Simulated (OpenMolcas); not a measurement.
Computed transition rates of Ge I

* Program: OpenMolcas
* Method: SS-CASPT2, IPEA 0.25 Eh, imaginary shift 0.1 Eh (closed shells correlated: 3d)
* Basis: ANO-RCC [10s9p8d5f2g]
* Scalar Hamiltonian: DKH2, point nucleus
* Active space: 4 electrons in 8 orbitals (4s 4p 5s 5p)
* State averaging: 2S+1 = 3 even, 3 roots; 2S+1 = 1 even, 6 roots; 2S+1 = 5 odd, 1 root; 2S+1 = 3 odd, 5 roots
* Spin-orbit coupling: state interaction with AMFI integrals over the reference wave functions, term energies averaged over their components

Rates come from the transition moments of the reference wave functions (E1 and E2 in the length form). At fixed line strength A goes as λ^-3 for E1 and M1 and as λ^-5 for E2, so a rate at the computed wavelength can be rescaled to the measured one. Measured vacuum wavelengths follow from level energies in NIST Handbook of Basic Atomic Spectroscopic Data. Branching counts decays inside the model space alone, at computed energies, and the table is only a selection of the E2 and M1 lines, drawn from those between levels with measured partners whose computed energy lies within a factor of 1.5 of the measured one.

| Upper | Lower | Type | λ computed (nm) | λ measured (nm) | A computed (s-1) | A rescaled (s-1) | Branching % |
| --- | --- | --- | --- | --- | --- | --- | --- |
| 4s2 4p2 1S0 | 4s2 4p2 1D2 | E2 | 1149 | 1082 | 1.02e+00 | 1.38e+00 | 51.3 |
| 4s2 4p2 1S0 | 4s2 4p2 3P1 | M1 | 656.6 | 632.5 | 9.22e-01 |  | 46.3 |
| 4s2 4p2 1D2 | 4s2 4p2 3P2 | M1 | 1720 | 1750 | 6.67e-02 |  | 67.1 |
| 4s2 4p2 1S0 | 4s2 4p2 3P2 | E2 | 688.8 | 668.6 | 4.78e-02 |  | 2.4 |
| 4s2 4p2 1D2 | 4s2 4p2 3P1 | M1 | 1532 | 1522 | 3.17e-02 |  | 31.9 |
| 4s2 4p2 3P2 | 4s2 4p2 3P1 | M1 | 14070 | 11730 | 4.83e-03 | 8.34e-03 | 100.0 |
| 4s2 4p2 3P1 | 4s2 4p2 3P0 | M1 | 21950 | 17950 | 1.70e-03 | 3.11e-03 | 100.0 |
| 4s2 4p2 1D2 | 4s2 4p2 3P2 | E2 | 1720 | 1750 | 8.31e-04 |  | 0.8 |

Spin-changing lines and M1 lines between different terms are not rescaled, since their strength hangs on the term gaps too.

The largest correction is for 4s2 4p2 3P1 → 4s2 4p2 3P0 (M1): 1.70e-03 × (21950 / 17950)^3 = 3.11e-03 s-1, a factor of 1.83.

No measured rate stands beside these. Rescaling mends the energy factor alone: line strengths can still be far off where a level mixes with configurations outside the active space, and weak or spin-changing lines hang on small mixing coefficients that depend on the term gaps too, so rescaling need not improve them.

CASPT2 does not keep the components of a term degenerate, so their means are used; among the terms shown or strongly mixed into the levels shown the widest spread is 74 cm-1 (4s2 4p2 1D). Over all roots computed the reference weight is 0.89 to 0.95; the roots of lowest weight are the least certain, and an intruder state may touch them. Active for correlation alone: 5p 5s; no level in the range computed is led by a configuration that fills them, so any true level of that kind is missing. Measured partners are found by configuration, term and J. A level has none where our copy of the source lacks it or the pairing is in doubt (some pairs that miss far off the trend of their configuration count as doubtful). Only configurations of the active space appear.
